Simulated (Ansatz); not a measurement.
Telling isomers of C2H4Ga apart by their spectra

These gas-phase data were calculated for one isomer of C2H4Ga at PBE0-D3(BJ)/def2-SVP (harmonic, unscaled wavenumbers; equilibrium rotational constants with average atomic masses):

| Quantity | Value |
| --- | --- |
| rotational constants | 44.7, 3.356, 3.183 GHz |
| all wavenumbers above 1500 cm⁻¹ | 3109, 3086, 3065, 2999 |

Candidates:

(1) `C[CH][Ga]`, a doublet
(2) `C=[CH][GaH]`, a doublet

Q: Which structure fits?

A: Candidate (1). No mode falls between 1700 and 2150 cm⁻¹, where the Ga–H stretch of (2) would stand.

The same quantities for all candidates:

|  | rotational constants (GHz) | wavenumbers above 1500 cm⁻¹ | E above the lowest, PBE0-D3(BJ)/def2-SVP (kcal/mol) |
| --- | --- | --- | --- |
| (1) | 44.7, 3.356, 3.183 | 3109, 3086, 3065, 2999 | 0.0 |
| (2) | 47.6, 3.886, 3.593 | 3217, 3139, 3120, 1826, 1658 | 5.5 |

Harmonic stretches to hydrogen usually lie a few per cent above observed fundamentals. Each candidate is one conformer. Open shells are spin-unrestricted. Programs: Ansatz 0.2.0.
